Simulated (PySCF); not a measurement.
## Correlation energy of P⁺ (phosphorus, charge +1)

[Ne] 3s2 3p2, high-spin 3P determinant. Calculation: PySCF 2.14, in cc-pVDZ-DK (4s3p1d, 18 functions); the spin-free X2C one-electron Hamiltonian (Gaussian nucleus). Frozen: [Ne]; 4 electrons correlated.

MP2 pair energies summed by pair of shells (mhartree):

```tsv
pair	energy	share (%)
3s-3p	-29.67	60.1
3s-3s	-14.54	29.4
3p-3p	-5.17	10.5
```

Total MP2 correlation energy: -49.39 mhartree.

Same-spin part -8.13 and opposite-spin part -41.26 mhartree; SCS-MP2 scales them by 1/3 and 6/5 to -52.23 mhartree.

```json
{"level": "CCSD", "correlation energy (mhartree)": "-69.85"}
{"level": "(T)", "correlation energy (mhartree)": "-0.91"}
{"level": "CCSD(T)", "correlation energy (mhartree)": "-70.76"}
```

Diagnostics: T1 = 0.0079, D1 = 0.0214, largest double amplitude 0.106.

Cost of the coupled-cluster step: 0.1 s of wall time on 1 thread of Neoverse-V1 (shared host), for 4 correlated electrons.
